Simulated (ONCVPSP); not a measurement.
# In (Z = 49): one change to an ONCV potential, before and after

In (Z = 49), optimised norm-conserving Vanderbilt (ONCV), made with ONCVPSP 4.0.1 (BLYP, scalar-relativistic). Core [Kr] 4d10, reference 5s1 5p2. Waves: 5s: rc 2.15 bohr, ncon 4, nbas 7, qcut 2.5 1/bohr, 2 projectors, debl 0.4 Ha; 5p: rc 2.00 bohr, ncon 5, nbas 8, qcut 4.6 1/bohr, 2 projectors, debl 2 Ha. Local part: polynomial inside 1.75 bohr (lpopt 5, dvloc0 0 Ha). Core correction: polynomial model core, fcfact 0.45.

All-electron outer shells of the reference configuration (BLYP, scalar-relativistic, ld1.x):

| shell | level (eV) | outermost node (bohr) | outermost maximum (bohr) |
| --- | --- | --- | --- |
| 4p | -79.54 | 0.42 | 0.82 |
| 4d | -20.01 | 0.40 | 0.94 |
| 5s | -9.15 | 1.02 | 2.13 |
| 5p | -3.12 | 1.14 | 2.74 |

Change: local potential polynomial inside 1.25 bohr (lpopt 5, dvloc0 0 Ha).

Cutoffs: the cutoffs (Ha) at which the residual kinetic energy of the hardest occupied pseudo-wave falls to 1 and 0.1 mHa per electron; they do not see the model core or the augmentation charge, which bear on the density cutoff. Errors are all-electron minus pseudo energies relative to the spin-unpolarised reference configuration.

Problem. What does the change do?

Solution. The potential gets neither clearly harder nor softer (33 Ha and 46 Ha → 33 Ha and 46 Ha); the bound ghosts move from p to p, s; the lowest positive-energy flag moves from s at 31.4 eV to p at 6.4 eV; of the 4 tests that both files solve, the error grows in 0 and shrinks in 1 by more than 15 % and 0.3 meV (median size 11.5 → 10.6 meV); the range in which the s phases agree widens (upper end 1.1 → 2.8); the range in which the p phases agree narrows (upper end at the end of the scan → 0.2). In the separable form a ghost depends on how the local part lies against the semilocal potential of the channel, so the choice of the local part can create or remove one.

| quantity | base | changed |
| --- | --- | --- |
| cutoff, loose | 33 Ha | 33 Ha |
| cutoff, tight | 46 Ha | 46 Ha |
| bound ghosts | p | s, p |
| GHOST(+) flags under 300 eV | s at 31.4 eV | p at 6.4 eV |
| error for 5s2 5p1, meV [ΔE -5.87 eV] | -11 | -11 |
| error for 5s2 5p0, meV [ΔE -0.51 eV] | -0.3 | -0.5 |
| error for 5s1 5p0, meV [ΔE 18.81 eV] | -80 | -82 |
| error for 5s1 5p1, meV [ΔE 6.07 eV] | -12 | -10 |
| s: phases at 2.19 bohr within 0.05 rad from the reference energy up to (Ha; the scan ends near 5) | 1.1 | 2.8 |
| p: phases at 2.04 bohr within 0.05 rad from the reference energy up to (Ha; the scan ends near 5) | to the end of the scan | 0.2 |
| rms error of d²Exc/dni dnj with the model core, mHa | 1.78 | 1.78 |

 A true bound ghost makes a file unfit for plane-wave use even where its test errors are small: the radial tests pick states by their node count and pass the ghost by.
